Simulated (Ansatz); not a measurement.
Input file for `CC[NH][AlH2]`:

```yaml
crystal:
  periodic: [false, false, false]
  atoms:
    - {symbol: C, position_ang: [-0.012109, 1.708684, -0.160785]}
    - {symbol: C, position_ang: [-0.638360, 0.403250, 0.298086]}
    - {symbol: N, position_ang: [0.330026, -0.655095, 0.500403]}
    - {symbol: Al, position_ang: [0.469141, -2.198089, -0.351412]}
    - {symbol: H, position_ang: [-0.771530, 2.483749, -0.295236]}
    - {symbol: H, position_ang: [0.515070, 1.572000, -1.108003]}
    - {symbol: H, position_ang: [0.710740, 2.073480, 0.574854]}
    - {symbol: H, position_ang: [-1.212961, 0.582477, 1.217170]}
    - {symbol: H, position_ang: [-1.363165, 0.064726, -0.449662]}
    - {symbol: H, position_ang: [1.000880, -0.415067, 1.217355]}
    - {symbol: H, position_ang: [1.648630, -3.167432, 0.070624]}
    - {symbol: H, position_ang: [-0.599462, -2.507983, -1.479493]}
basis:
  gaussian: {orbitals: def2-TZVPP}
correlation: {method: ccsd_t}
output: {orbitals: {seedname: orbitals}}
```

```sh
$ ansatz run in.yaml --threads 2 --pin off --events-out ev --progress --plain --max-ram 4352MiB
```

Output of Ansatz, abridged:

```
Functional definition: HF
1427 factors; integrals over basis functions are off by at most 1.5e-3 eV
mean field evaluation 1: about -10249.9983 eV, gradient 4.1e1 eV
mean field evaluation 2: about -10250.1585 eV, gradient 4.1e1 eV
mean field evaluation 4: about -10254.2710 eV, gradient 4.4e0 eV
mean field evaluation 8: about -10254.3405 eV, gradient 2.1e-1 eV
mean field -10254.34074812 eV, -376.8400718516 hartree, gradient 5.9e-6 eV, S^2 0.000000; 0 other end points of the search recorded, 0 dependent functions left out
8 core orbitals not correlated: weight in the atoms' cores, before any rotation towards them, 1.000 or more for the frozen orbitals, at most 0.000 for the correlated occupied ones
reference -10254.34074812 eV, -376.8400718516 hartree; 12, 12 occupied and 227, 227 virtual orbitals, 1427 factors
second order -17.73903778 eV of doubles, -0.00000000 eV of singles
cycle   1  -18.41193755 eV  change   -6.7e-1 eV  update   9.0e-2
cycle   2  -18.89419041 eV  change   -4.8e-1 eV  update   2.7e-2
cycle   3  -18.98306949 eV  change   -8.9e-2 eV  update   1.4e-2
cycle   4  -18.97624171 eV  change    6.8e-3 eV  update   4.2e-3
cycle   5  -18.97651674 eV  change   -2.8e-4 eV  update   2.5e-3
cycle   6  -18.97677153 eV  change   -2.5e-4 eV  update   7.9e-4
cycle   7  -18.97645881 eV  change    3.1e-4 eV  update   2.7e-4
cycle   8  -18.97646002 eV  change   -1.2e-6 eV  update   8.1e-5
cycle   9  -18.97647034 eV  change   -1.0e-5 eV  update   2.1e-5
perturbative correction -0.69959675 eV, -0.0257097064 hartree
Total energy: -10274.01681522 eV, -377.5631539805 hartree
```

Hardware: 2 threads of an Arm Neoverse V1 on a shared host. Wall time 10 min, peak host memory 2 GiB.

The correlation energy is -19.676 eV, 3.6 % of it from (T); the T1 diagnostic reads 0.0113.
